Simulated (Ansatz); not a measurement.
Species: Cl2, charge -1, multiplicity 2. 
Structure (B3LYP-D3(BJ)/def2-TZVP (Ansatz, a quantum-chemistry and plane-wave program) minimum search):
```
Cl
Cl 1 2.7106
```
Charge -1, spin multiplicity 2.

Parts of the frozen-core correlation energy in cc-pV(D+d)Z (Ansatz, hartree). Frozen orbitals: 10; correlated occupied orbitals by spin: 8 and 7; virtual: 28 and 29. UHF or UKS for open shells. Spin-orbit coupling is left out. Non-relativistic. The program attaches cautions to this run: other roots.

```tsv
term	value
reference (HF)	-919.04323
MP2 opposite-spin	[?]
MP2 same-spin	[?]
CCSD correlation	[?]
(T)	-0.00491
CCSDT minus CCSD(T)	-0.00048
T1 diagnostic	0.007
largest doubles amplitude	0.046
<S^2> of the reference	0.765
```

Problem. Some entries are withheld; supply them.

Solution. 
- MP2 opposite-spin, value: -0.19545
- MP2 same-spin, value: -0.07366
- CCSD correlation, value: -0.29687
